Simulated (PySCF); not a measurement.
**Correlation energy of P²⁺ (phosphorus, charge +2)**

[Ne] 3s1 3p1 3d1, one real determinant (an excited configuration). Computed with PySCF 2.14 in dyall-av3z (19s12p3d2f, 84 functions), with scalar relativity by spin-free X2C-1e. Frozen: [Ne]; 3 electrons correlated; the 23 highest virtual orbitals of each spin left out.

```tsv
level	correlation energy (mhartree)
CCSD	-57.16
(T)	-10.45
CCSD(T)	-67.61
```

Diagnostics: T1 = 0.032, D1 = 0.0732, largest double amplitude 0.796.

The real determinant used has ⟨L²⟩ near 8 against 12 for a pure F term, so it mixes terms. The outer electron is Rydberg-like, and this basis confines it to a smaller radius and binds it less than a complete one would. T1 exceeds 0.03, a sign that the reference determinant is poor. A double-excitation amplitude exceeds 0.15, a sign of near-degeneracy.

Cost of the coupled-cluster step: about 5 core-seconds, for 3 correlated electrons.

The reference is one real determinant that mixes LS terms of this configuration.
